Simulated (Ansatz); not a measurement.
The first iterations of a band of CH5ClOSi (9 atoms, charge 0, multiplicity 1).

Level of theory: Ansatz, RKS B3LYP-D4/6-31G*.

```yaml
movable_images: 5
climbing_image: yes
spring: 5.0 eV/Å²
optimiser: quadratic models (default)
start_path: through a guess of the saddle point
force_threshold: 0.05 eV/Å
iteration_limit: 60
end_points: relaxed
```

Image 0:

```xyz
9
Properties=species:S:1:pos:R:3
Si 0.190 -0.092 0.489
H -0.173 -0.140 1.928
C 2.021 0.021 0.186
H 2.522 -0.887 0.540
H 2.225 0.131 -0.884
H 2.452 0.881 0.709
Cl -0.738 1.638 -0.236
O -0.366 -1.422 -0.324
H -1.317 -1.599 -0.287
```

Image 6:

```xyz
9
Properties=species:S:1:pos:R:3
Si -1.354 -0.017 0.340
H 1.719 0.199 1.689
C 2.216 0.104 0.718
H 1.772 -0.717 0.150
H 2.098 1.034 0.157
H 3.277 -0.096 0.881
Cl -1.038 1.519 -1.077
O -0.910 -1.321 -0.601
H -0.963 -2.173 -0.136
```

| iteration | highest image above the first end (eV) | largest band force component (eV/Å) |
| --- | --- | --- |
| 1 | 5.703 | 5.768 |
| 2 | 3.768 | 2.579 |
| 3 | 3.443 | 1.056 |
| 4 | 3.629 | 0.618 |
| 5 | 3.392 | 1.010 |
| 6 | 3.247 | 0.578 |
| 7 | 2.822 | 2.822 |
| 8 | 3.352 | 2.020 |

Q: Does the band converge within its limit, and where does its top end?

A: The run converged. It ended after 25 iterations with the highest image 3.607 eV above the first end. Neighbouring images differ by up to 2.3 eV, so the band resolves the path poorly. A vibrational analysis at the climbing image gives one clearly imaginary mode, 1322i cm⁻¹: a first-order saddle point. The orbitals stay closed-shell, which can raise the energy where a bond breaks towards radicals; this wasn't checked here.

Run time: 6.9 min on 1 thread of Arm Neoverse V2, with other jobs on the host, peak memory 0.15 GiB.
